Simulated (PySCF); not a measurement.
Isomers of C6H9F3O2, from PySCF 2.14.0, PBE0-D3(BJ)/def2-SVP geometry optimisation, gas phase. One conformer each, no zero-point energy, no frequencies.

Question: Which is lowest in electronic energy at this level?
A. `[CH3:1][O:2][C@@H:3]1[CH2:4][C@:5]1([CH3:6])[O:7][C:8]([F:9])([F:10])[F:11]` with C1–O2–C3–C4 152°, C4–C5–O7–C8 58°: A = 1642, B = 838.2, C = 722.7 MHz, dipole 2.71 D
B. `[CH3:1][O:2]/[C:3]([CH3:4])=[CH:5]/[CH2:6][O:7][C:8]([F:9])([F:10])[F:11]` with C1–O2–C3–C4 -178°, C3–C5–C6–O7 76°, C5–C6–O7–C8 70°: A = 2011, B = 579.2, C = 534.8 MHz, dipole 2.89 D
C. `[CH3:1][O:2][C:3](=[O:4])[C@H:5]([CH3:6])[CH2:7][C:8]([F:9])([F:10])[F:11]` with C1–O2–C3–O4 1°, O2–C3–C5–C6 -108°, C3–C5–C7–C8 -73°: A = 1623, B = 741.6, C = 628.5 MHz, dipole 2.35 D

Answer: C. That is `COC(=O)[C@H](C)CC(F)(F)F`, 33.0 kcal/mol below the next.

| SMILES | mapped SMILES | E (Eh) | relative (kcal/mol) | relative (kJ/mol) | dipole (D) |
| --- | --- | --- | --- | --- | --- |
| COC(=O)[C@H](C)CC(F)(F)F | [CH3:1][O:2][C:3](=[O:4])[C@H:5]([CH3:6])[CH2:7][C:8]([F:9])([F:10])[F:11] | -682.85811 | 0.0 | 0.0 | 2.35 |
| CO/C(C)=C/COC(F)(F)F | [CH3:1][O:2]/[C:3]([CH3:4])=[CH:5]/[CH2:6][O:7][C:8]([F:9])([F:10])[F:11] | -682.80546 | 33.0 | 138.2 | 2.89 |
| CO[C@@H]1C[C@]1(C)OC(F)(F)F | [CH3:1][O:2][C@@H:3]1[CH2:4][C@:5]1([CH3:6])[O:7][C:8]([F:9])([F:10])[F:11] | -682.79300 | 40.9 | 171.0 | 2.71 |

As drawn, the lowest has a C=O bond and a C(=O)–O unit, which the highest lacks; the highest has a three-membered ring, which the lowest lacks.
